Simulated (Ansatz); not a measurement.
## Molecular dynamics of C$_{3}$H$_{11}$NO$_{3}$Si

input.yaml

```yaml
crystal:
  periodic: [false, false, false]
  atoms:
    - { symbol: Si, position_ang: [-0.032424, -0.053309, -0.183387] }
    - { symbol: "N", position_ang: [-0.008861, -0.251214, 1.573301] }
    - { symbol: H, position_ang: [-0.886564, 0.087286, 2.036625] }
    - { symbol: H, position_ang: [0.759698, 0.313064, 2.009724] }
    - { symbol: O, position_ang: [1.565636, 0.097126, -0.7597] }
    - { symbol: C, position_ang: [2.31494, -1.151378, -0.610337] }
    - { symbol: H, position_ang: [1.852714, -2.007944, -1.15048] }
    - { symbol: H, position_ang: [3.32174, -0.984714, -1.042991] }
    - { symbol: H, position_ang: [2.451721, -1.4594, 0.45133] }
    - { symbol: O, position_ang: [-0.702442, 1.407539, -0.770643] }
    - { symbol: C, position_ang: [-2.162479, 1.418796, -0.698491] }
    - { symbol: H, position_ang: [-2.553687, 1.444494, 0.345376] }
    - { symbol: H, position_ang: [-2.512856, 2.342162, -1.201744] }
    - { symbol: H, position_ang: [-2.638114, 0.553502, -1.212598] }
    - { symbol: O, position_ang: [-0.826906, -1.37767, -0.908729] }
    - { symbol: C, position_ang: [-1.45065, -2.304067, 0.033893] }
    - { symbol: H, position_ang: [-0.918439, -2.368857, 1.007864] }
    - { symbol: H, position_ang: [-2.508315, -2.026448, 0.248036] }
    - { symbol: H, position_ang: [-1.460912, -3.311566, -0.430648] }
basis:
  gaussian: { orbitals: STO-3G }
hamiltonian:
  xc: b3lyp
md:
  timestep: 0.25
  n_steps: 159
  ensemble: nvt_langevin
  temperature: 700.0
  initial_velocities: maxwell_boltzmann
  seed: 271671
  friction: 0.005
```

Launched with:

```bash
$ ansatz run input.yaml --threads 1 --pin off --max-ram 2048MiB --backend cpu --events-out ev --progress --plain --runs-dir out
```

It starts from a relaxed structure.

Output, in part (one step line in 2, the closing report, with atoms numbered from 0):

```
md step     0: t =     0.00 fs  T =   663.2 K  F+E_penalty+E_count = -18565.61835347 eV  E_kin = 1.628676 eV  (22 SCF iters)
md step     2: t =     0.50 fs  T =   657.3 K  F+E_penalty+E_count = -18565.56481830 eV  E_kin = 1.614211 eV  (28 SCF iters)
md step     4: t =     1.00 fs  T =   593.2 K  F+E_penalty+E_count = -18565.42186313 eV  E_kin = 1.456881 eV  (28 SCF iters)
md step     6: t =     1.50 fs  T =   514.9 K  F+E_penalty+E_count = -18565.23171424 eV  E_kin = 1.264647 eV  (28 SCF iters)
md step     8: t =     2.00 fs  T =   443.8 K  F+E_penalty+E_count = -18565.05168320 eV  E_kin = 1.089879 eV  (22 SCF iters)
md step    10: t =     2.50 fs  T =   400.2 K  F+E_penalty+E_count = -18564.91484042 eV  E_kin = 0.982945 eV  (21 SCF iters)
md step    12: t =     3.00 fs  T =   368.7 K  F+E_penalty+E_count = -18564.85126350 eV  E_kin = 0.905575 eV  (21 SCF iters)
md step    14: t =     3.50 fs  T =   381.8 K  F+E_penalty+E_count = -18564.86851875 eV  E_kin = 0.937781 eV  (21 SCF iters)
md step    16: t =     4.00 fs  T =   419.4 K  F+E_penalty+E_count = -18564.93721337 eV  E_kin = 1.029920 eV  (22 SCF iters)
md step    18: t =     4.50 fs  T =   445.5 K  F+E_penalty+E_count = -18565.01713698 eV  E_kin = 1.094175 eV  (25 SCF iters)
md step    20: t =     5.00 fs  T =   464.7 K  F+E_penalty+E_count = -18565.07618886 eV  E_kin = 1.141302 eV  (28 SCF iters)
md step    22: t =     5.50 fs  T =   467.0 K  F+E_penalty+E_count = -18565.08745950 eV  E_kin = 1.146808 eV  (28 SCF iters)
md step    24: t =     6.00 fs  T =   437.2 K  F+E_penalty+E_count = -18565.03099677 eV  E_kin = 1.073638 eV  (28 SCF iters)
md step    26: t =     6.50 fs  T =   376.8 K  F+E_penalty+E_count = -18564.91904260 eV  E_kin = 0.925410 eV  (28 SCF iters)
md step    28: t =     7.00 fs  T =   313.4 K  F+E_penalty+E_count = -18564.79419372 eV  E_kin = 0.769640 eV  (22 SCF iters)
md step    30: t =     7.50 fs  T =   282.4 K  F+E_penalty+E_count = -18564.72138082 eV  E_kin = 0.693661 eV  (21 SCF iters)
md step    32: t =     8.00 fs  T =   292.6 K  F+E_penalty+E_count = -18564.75019967 eV  E_kin = 0.718729 eV  (20 SCF iters)
md step    34: t =     8.50 fs  T =   351.7 K  F+E_penalty+E_count = -18564.88399048 eV  E_kin = 0.863839 eV  (21 SCF iters)
md step    36: t =     9.00 fs  T =   419.4 K  F+E_penalty+E_count = -18565.06799974 eV  E_kin = 1.030011 eV  (21 SCF iters)
md step    38: t =     9.50 fs  T =   468.0 K  F+E_penalty+E_count = -18565.22644816 eV  E_kin = 1.149357 eV  (28 SCF iters)
md step    40: t =    10.00 fs  T =   496.4 K  F+E_penalty+E_count = -18565.30255868 eV  E_kin = 1.219021 eV  (29 SCF iters)
md step    42: t =    10.50 fs  T =   476.6 K  F+E_penalty+E_count = -18565.27674664 eV  E_kin = 1.170403 eV  (28 SCF iters)
md step    44: t =    11.00 fs  T =   440.8 K  F+E_penalty+E_count = -18565.16842851 eV  E_kin = 1.082632 eV  (28 SCF iters)
md step    46: t =    11.50 fs  T =   384.3 K  F+E_penalty+E_count = -18565.02136442 eV  E_kin = 0.943753 eV  (22 SCF iters)
md step    48: t =    12.00 fs  T =   342.8 K  F+E_penalty+E_count = -18564.88038544 eV  E_kin = 0.841827 eV  (21 SCF iters)
md step    50: t =    12.50 fs  T =   311.5 K  F+E_penalty+E_count = -18564.77952899 eV  E_kin = 0.764976 eV  (21 SCF iters)
md step    52: t =    13.00 fs  T =   299.4 K  F+E_penalty+E_count = -18564.73653740 eV  E_kin = 0.735401 eV  (21 SCF iters)
md step    54: t =    13.50 fs  T =   304.3 K  F+E_penalty+E_count = -18564.74879249 eV  E_kin = 0.747390 eV  (21 SCF iters)
md step    56: t =    14.00 fs  T =   342.2 K  F+E_penalty+E_count = -18564.80079503 eV  E_kin = 0.840342 eV  (22 SCF iters)
md step    58: t =    14.50 fs  T =   369.3 K  F+E_penalty+E_count = -18564.86566256 eV  E_kin = 0.906950 eV  (28 SCF iters)
md step    60: t =    15.00 fs  T =   395.9 K  F+E_penalty+E_count = -18564.91202399 eV  E_kin = 0.972195 eV  (25 SCF iters)
md step    62: t =    15.50 fs  T =   397.6 K  F+E_penalty+E_count = -18564.91497400 eV  E_kin = 0.976552 eV  (28 SCF iters)
md step    64: t =    16.00 fs  T =   365.8 K  F+E_penalty+E_count = -18564.85614401 eV  E_kin = 0.898449 eV  (28 SCF iters)
md step    66: t =    16.50 fs  T =   321.2 K  F+E_penalty+E_count = -18564.74411513 eV  E_kin = 0.788765 eV  (28 SCF iters)
md step    68: t =    17.00 fs  T =   265.9 K  F+E_penalty+E_count = -18564.62743352 eV  E_kin = 0.653084 eV  (22 SCF iters)
md step    70: t =    17.50 fs  T =   256.0 K  F+E_penalty+E_count = -18564.57056319 eV  E_kin = 0.628616 eV  (21 SCF iters)
md step    72: t =    18.00 fs  T =   276.7 K  F+E_penalty+E_count = -18564.60486205 eV  E_kin = 0.679546 eV  (21 SCF iters)
md step    74: t =    18.50 fs  T =   320.5 K  F+E_penalty+E_count = -18564.72059761 eV  E_kin = 0.787128 eV  (21 SCF iters)
md step    76: t =    19.00 fs  T =   377.9 K  F+E_penalty+E_count = -18564.87187053 eV  E_kin = 0.928107 eV  (21 SCF iters)
md step    78: t =    19.50 fs  T =   421.0 K  F+E_penalty+E_count = -18564.99620826 eV  E_kin = 1.034034 eV  (28 SCF iters)
md step    80: t =    20.00 fs  T =   447.1 K  F+E_penalty+E_count = -18565.04695294 eV  E_kin = 1.098159 eV  (25 SCF iters)
md step    82: t =    20.50 fs  T =   423.2 K  F+E_penalty+E_count = -18565.01384175 eV  E_kin = 1.039317 eV  (29 SCF iters)
md step    84: t =    21.00 fs  T =   388.2 K  F+E_penalty+E_count = -18564.91731714 eV  E_kin = 0.953315 eV  (28 SCF iters)
md step    86: t =    21.50 fs  T =   330.3 K  F+E_penalty+E_count = -18564.79300086 eV  E_kin = 0.811144 eV  (21 SCF iters)
md step    88: t =    22.00 fs  T =   288.0 K  F+E_penalty+E_count = -18564.68189169 eV  E_kin = 0.707194 eV  (22 SCF iters)
md step    90: t =    22.50 fs  T =   263.9 K  F+E_penalty+E_count = -18564.61486532 eV  E_kin = 0.648002 eV  (22 SCF iters)
md step    92: t =    23.00 fs  T =   264.5 K  F+E_penalty+E_count = -18564.60988008 eV  E_kin = 0.649554 eV  (22 SCF iters)
md step    94: t =    23.50 fs  T =   291.6 K  F+E_penalty+E_count = -18564.65954028 eV  E_kin = 0.716157 eV  (22 SCF iters)
md step    96: t =    24.00 fs  T =   333.5 K  F+E_penalty+E_count = -18564.73862953 eV  E_kin = 0.818998 eV  (21 SCF iters)
md step    98: t =    24.50 fs  T =   362.3 K  F+E_penalty+E_count = -18564.82510898 eV  E_kin = 0.889795 eV  (20 SCF iters)
md step   100: t =    25.00 fs  T =   391.1 K  F+E_penalty+E_count = -18564.89325041 eV  E_kin = 0.960582 eV  (27 SCF iters)
md step   102: t =    25.50 fs  T =   403.3 K  F+E_penalty+E_count = -18564.91548490 eV  E_kin = 0.990557 eV  (28 SCF iters)
md step   104: t =    26.00 fs  T =   402.9 K  F+E_penalty+E_count = -18564.88589478 eV  E_kin = 0.989592 eV  (28 SCF iters)
md step   106: t =    26.50 fs  T =   373.5 K  F+E_penalty+E_count = -18564.81421966 eV  E_kin = 0.917217 eV  (27 SCF iters)
md step   108: t =    27.00 fs  T =   340.2 K  F+E_penalty+E_count = -18564.73362176 eV  E_kin = 0.835430 eV  (27 SCF iters)
md step   110: t =    27.50 fs  T =   328.6 K  F+E_penalty+E_count = -18564.69248960 eV  E_kin = 0.807091 eV  (21 SCF iters)
md step   112: t =    28.00 fs  T =   346.1 K  F+E_penalty+E_count = -18564.73911019 eV  E_kin = 0.849896 eV  (22 SCF iters)
md step   114: t =    28.50 fs  T =   399.5 K  F+E_penalty+E_count = -18564.86825055 eV  E_kin = 0.981214 eV  (21 SCF iters)
md step   116: t =    29.00 fs  T =   463.2 K  F+E_penalty+E_count = -18565.03052192 eV  E_kin = 1.137578 eV  (28 SCF iters)
md step   118: t =    29.50 fs  T =   520.6 K  F+E_penalty+E_count = -18565.15117107 eV  E_kin = 1.278582 eV  (28 SCF iters)
md step   120: t =    30.00 fs  T =   527.1 K  F+E_penalty+E_count = -18565.18746689 eV  E_kin = 1.294454 eV  (24 SCF iters)
md step   122: t =    30.50 fs  T =   495.3 K  F+E_penalty+E_count = -18565.13708016 eV  E_kin = 1.216430 eV  (28 SCF iters)
md step   124: t =    31.00 fs  T =   451.6 K  F+E_penalty+E_count = -18565.02865861 eV  E_kin = 1.109130 eV  (28 SCF iters)
md step   126: t =    31.50 fs  T =   401.4 K  F+E_penalty+E_count = -18564.90515547 eV  E_kin = 0.985835 eV  (21 SCF iters)
md step   128: t =    32.00 fs  T =   361.5 K  F+E_penalty+E_count = -18564.80307635 eV  E_kin = 0.887936 eV  (21 SCF iters)
md step   130: t =    32.50 fs  T =   335.6 K  F+E_penalty+E_count = -18564.74563969 eV  E_kin = 0.824178 eV  (22 SCF iters)
md step   132: t =    33.00 fs  T =   340.8 K  F+E_penalty+E_count = -18564.74073785 eV  E_kin = 0.836965 eV  (22 SCF iters)
md step   134: t =    33.50 fs  T =   348.3 K  F+E_penalty+E_count = -18564.76669931 eV  E_kin = 0.855340 eV  (21 SCF iters)
md step   136: t =    34.00 fs  T =   373.3 K  F+E_penalty+E_count = -18564.80748774 eV  E_kin = 0.916905 eV  (21 SCF iters)
md step   138: t =    34.50 fs  T =   398.1 K  F+E_penalty+E_count = -18564.84670113 eV  E_kin = 0.977627 eV  (20 SCF iters)
md step   140: t =    35.00 fs  T =   402.5 K  F+E_penalty+E_count = -18564.86830091 eV  E_kin = 0.988541 eV  (27 SCF iters)
md step   142: t =    35.50 fs  T =   403.2 K  F+E_penalty+E_count = -18564.85876804 eV  E_kin = 0.990119 eV  (27 SCF iters)
md step   144: t =    36.00 fs  T =   384.8 K  F+E_penalty+E_count = -18564.82240674 eV  E_kin = 0.945113 eV  (27 SCF iters)
md step   146: t =    36.50 fs  T =   369.1 K  F+E_penalty+E_count = -18564.76487334 eV  E_kin = 0.906378 eV  (27 SCF iters)
md step   148: t =    37.00 fs  T =   348.7 K  F+E_penalty+E_count = -18564.71687969 eV  E_kin = 0.856399 eV  (27 SCF iters)
md step   150: t =    37.50 fs  T =   352.7 K  F+E_penalty+E_count = -18564.70240579 eV  E_kin = 0.866316 eV  (21 SCF iters)
md step   152: t =    38.00 fs  T =   365.0 K  F+E_penalty+E_count = -18564.74800458 eV  E_kin = 0.896520 eV  (21 SCF iters)
md step   154: t =    38.50 fs  T =   410.8 K  F+E_penalty+E_count = -18564.83804805 eV  E_kin = 1.008930 eV  (21 SCF iters)
md step   156: t =    39.00 fs  T =   456.2 K  F+E_penalty+E_count = -18564.94301305 eV  E_kin = 1.120505 eV  (27 SCF iters)
md step   158: t =    39.50 fs  T =   491.4 K  F+E_penalty+E_count = -18565.03181076 eV  E_kin = 1.206835 eV  (27 SCF iters)
md step   159: t =    39.75 fs  T =   490.9 K  F+E_penalty+E_count = -18565.06320000 eV  E_kin = 1.205533 eV  (24 SCF iters)
Total energy: -18565.06345508 eV, -682.2534981223 hartree
Atom 0 at     0.002113    -0.036088    -0.247383 Å, force    -1.595332    -0.539988     0.578961 eV/Å
Atom 1 at     0.111917     0.002560     1.493166 Å, force     0.754779     1.341222     1.339845 eV/Å
Atom 2 at    -0.728274    -0.236811     2.070480 Å, force    -0.003003    -0.145751    -0.447047 eV/Å
Atom 3 at     0.446250     0.936590     1.916304 Å, force    -0.245023    -1.256230    -0.787654 eV/Å
Atom 4 at     1.457534    -0.040598    -1.056752 Å, force     0.076807     1.453151    -0.393962 eV/Å
Atom 5 at     2.314922    -1.117067    -0.673895 Å, force    -1.457227    -1.663056    -0.222852 eV/Å
Atom 6 at     2.446811    -1.794980    -1.513927 Å, force     0.157219    -0.584986    -0.961234 eV/Å
Atom 7 at     3.290379    -0.817196    -0.397627 Å, force     2.025820     1.105425     0.771805 eV/Å
Atom 8 at     1.914433    -1.758146     0.122034 Å, force    -0.030388    -0.157116     0.640068 eV/Å
Atom 9 at    -0.797613     1.335573    -0.866479 Å, force    -1.096948    -0.050569    -0.112085 eV/Å
Atom 10 at    -2.270109     1.220758    -0.644350 Å, force     0.070869     1.652813    -0.449942 eV/Å
Atom 11 at    -2.592640     1.111314     0.424593 Å, force     0.362345     0.194498    -0.178193 eV/Å
Atom 12 at    -2.698044     2.210913    -1.037552 Å, force     0.362647    -1.236137     0.588201 eV/Å
Atom 13 at    -2.791608     0.405491    -1.193002 Å, force     0.378179    -0.097365    -0.227557 eV/Å
Atom 14 at    -0.827831    -1.445150    -0.711469 Å, force     1.037491     0.693989    -1.549408 eV/Å
Atom 15 at    -1.616099    -2.167335     0.221317 Å, force     0.695251     0.202847     0.089477 eV/Å
Atom 16 at    -1.049106    -2.379188     1.126578 Å, force     0.195839    -0.376922     1.083127 eV/Å
Atom 17 at    -2.512760    -1.606290     0.496687 Å, force    -1.023418    -0.103256     0.305454 eV/Å
Atom 18 at    -1.838722    -3.130306    -0.251943 Å, force    -0.665905    -0.432568    -0.067004 eV/Å
Dipole moment:    -0.251769    -0.087956     0.465315 e Å
```

All steps were run. The mean temperature of the second half is 45 % below the set value. A run of 0.04 ps of so small a system gives no equilibrium averages. Limits of this set-up: minimal basis.

The same pairs are bonded in the first frame and the last. Pairs count as bonded within 1.25 times the sum of covalent radii (0.12 Å more for H–H).

Last frame:

```xyz
19
Properties=species:S:1:pos:R:3
Si 0.002 -0.036 -0.247
N 0.112 0.003 1.493
H -0.728 -0.237 2.071
H 0.446 0.937 1.916
O 1.458 -0.041 -1.057
C 2.315 -1.117 -0.674
H 2.447 -1.795 -1.514
H 3.290 -0.817 -0.398
H 1.914 -1.758 0.122
O -0.798 1.336 -0.867
C -2.270 1.221 -0.644
H -2.593 1.111 0.425
H -2.698 2.211 -1.038
H -2.792 0.406 -1.193
O -0.828 -1.445 -0.712
C -1.616 -2.167 0.221
H -1.049 -2.379 1.127
H -2.513 -1.606 0.497
H -1.839 -3.130 -0.252
```

The run took 14 min on 1 thread of Arm Neoverse V2, on a shared host, peak memory 0.15 GiB.
